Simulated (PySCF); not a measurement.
All values below come from B3LYP-D3(BJ)/def2-TZVP // r2SCAN-D4/def2-SVP (PySCF). All species are isolated molecules in the gas phase. One relaxed conformer stands for a flexible species; it need not be the lowest. B3LYP has the VWN-RPA correlation part, as in Gaussian. 

Reference species: [Ta(NH2)5] (neutral, multiplicity 1).

| Property | Value |
|---|---|
| charge on the central atom (Mulliken) | 1.31 e |
| HOMO–LUMO gap | 5.56 eV |

Changed species: [Ta(Cl)3(NH2)2] (2 of 5 Cl replaced by NH2; the reference has 5 of 5 Cl replaced by NH2).

### Question
Predict the effect on the charge on the central atom (Mulliken) and HOMO–LUMO gap.

### Answer
the charge on the central atom (Mulliken) decreases by 0.04 e, to 1.27 e; the HOMO–LUMO gap decreases by 0.56 eV, to 5.00 eV.
